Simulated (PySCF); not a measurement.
**State search for CsN⁺**

Unrestricted PBE0; Cs def2-SVPD with ECP46, N def2-SVPD; scalar-relativistic core potentials (PySCF 2.14). Outer shells of the fragments: Cs+ closed shells only; N 2s2 2p3.

Followed along the bond (rough minima from three points):

```json
{"2Ms+1": "4", "unpaired": "σ ↑, π ↑↑", "⟨S²⟩ at the start": "3.75", "R at minimum (Å)": "3.51", "Te (eV)": "0.00"}
{"2Ms+1": "2", "unpaired": "σ ↓, π ↑↑", "⟨S²⟩ at the start": "1.76", "R at minimum (Å)": "3.49", "Te (eV)": "1.19"}
{"2Ms+1": "2", "unpaired": "σ ↑, π ↑↓", "⟨S²⟩ at the start": "1.76", "R at minimum (Å)": "3.49", "Te (eV)": "1.19"}
```

Solutions found at the starting distance of 2.960 Å, counted from the lowest of them; the search is not exhaustive and high or unbound solutions are not listed, so other states can lie among these:

```tsv
2Ms+1	unpaired	term	E (eV)	⟨S²⟩	⟨Lz²⟩	μ (D)
4	σ ↑, π ↑↑	⁴Σ⁻	0.00	3.75	0.00	-0.71
2	σ ↓, π ↑↑	mixed	1.18	1.76	0.00	-0.74
2	σ ↑, π ↑↓	mixed	1.19	1.76	2.01	-0.72
2	π ↑	²Π	2.99	0.75	1.00	-0.44
2	σ ↑	mixed	3.11	0.75	2.00	-0.67
2	π ↑	²Π	3.19	0.75	1.01	-1.00
```

A term symbol is given only where ⟨S²⟩ and ⟨Lz²⟩ are close to those of a pure state; real π, δ and φ orbitals otherwise mix terms. A positive dipole points towards N; it is taken about the centre of mass and depends on that origin.

Spin–orbit coupling is left out.
